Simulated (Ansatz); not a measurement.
One change: `CO/C(F)=[CH]/[AlH2]` becomes `CO/C(F)=C/F`.

Ansatz, PBE0-D4/def2-TZVP geometries, multiplicity 1. Each molecule was computed in one conformer, which needn't be the lowest.

```json
{"property": "LUMO energy (PBE/def2-TZVPP) / eV", "`CO/C(F)=[CH]/[AlH2]`": "-2.02"}
{"property": "HOMO–LUMO gap (PBE0/def2-TZVPP) / eV", "`CO/C(F)=[CH]/[AlH2]`": "5.64"}
{"property": "HOMO energy (PBE0/def2-TZVPP) / eV", "`CO/C(F)=[CH]/[AlH2]`": "-6.91"}
{"property": "LUMO energy (ωB97M-V/def2-TZVPP) / eV", "`CO/C(F)=[CH]/[AlH2]`": "0.38"}
{"property": "LUMO energy (B3LYP/def2-TZVPP) / eV", "`CO/C(F)=[CH]/[AlH2]`": "-1.48"}
{"property": "HOMO–LUMO gap (PBE/def2-TZVPP) / eV", "`CO/C(F)=[CH]/[AlH2]`": "3.75"}
```

(1) What does the change do to each property? (Estimate.)

Results:

(1) Computed: 
```json
{"property": "LUMO energy (PBE/def2-TZVPP) / eV", "`CO/C(F)=C/F`": "-0.24", "shift": "1.78"}
{"property": "HOMO–LUMO gap (PBE0/def2-TZVPP) / eV", "`CO/C(F)=C/F`": "7.76", "shift": "2.12"}
{"property": "HOMO energy (PBE0/def2-TZVPP) / eV", "`CO/C(F)=C/F`": "-6.97", "shift": "-0.06"}
{"property": "LUMO energy (ωB97M-V/def2-TZVPP) / eV", "`CO/C(F)=C/F`": "2.75", "shift": "2.37"}
{"property": "LUMO energy (B3LYP/def2-TZVPP) / eV", "`CO/C(F)=C/F`": "0.47", "shift": "1.95"}
{"property": "HOMO–LUMO gap (PBE/def2-TZVPP) / eV", "`CO/C(F)=C/F`": "5.40", "shift": "1.65"}
```

With PBE0 the HOMO falls by 0.06 eV and the LUMO rises by 2.06 eV, so the gap widens by about 2.12 eV. PBE moves the HOMO by 0.13 eV and ωB97M-V by -0.16 eV.

B3LYP here is the variant with VWN-RPA as its local correlation; programs differ in this.
